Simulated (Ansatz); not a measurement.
Reaction (formal exchange of groups at a C–N bond): `BN(C=C)CC` + `[SiH3][SiH2]Cl` → `CC[SiH]([SiH3])Cl` + `BNC=C`

Computed with Ansatz on PBE0-D4/def2-TZVP structures; ΔE is electronic, products minus reactants. CCSD(T)/CBS is the MP2 limit (def2-TZVPP, def2-QZVPP) plus CCSD(T) − MP2 in def2-TZVPP, frozen cores. DFT in def2-TZVPP. One conformer a species, not always the lowest.

```
            species  PBE0 energy (Eh)
        `BN(C=C)CC`        -237.83835
   `[SiH3][SiH2]Cl`       -1041.86081
`CC[SiH]([SiH3])Cl`       -1120.43355
            `BNC=C`        -159.28971
```

Task: Work out ΔE.

Result: ΔE = (-1120.43355) + (-159.28971) − (-237.83835) − (-1041.86081) = -0.02410 Eh = -63.3 kJ/mol. CCSD(T)/CBS gives -57.7 kJ/mol.

Largest T1 diagnostic among the species: 0.013.

In def2-TZVPP, CCSD(T) changes the Hartree–Fock value by +5.1 kJ/mol (the triples alone add +1.2 kJ/mol) and MP2 by +3.1 kJ/mol.
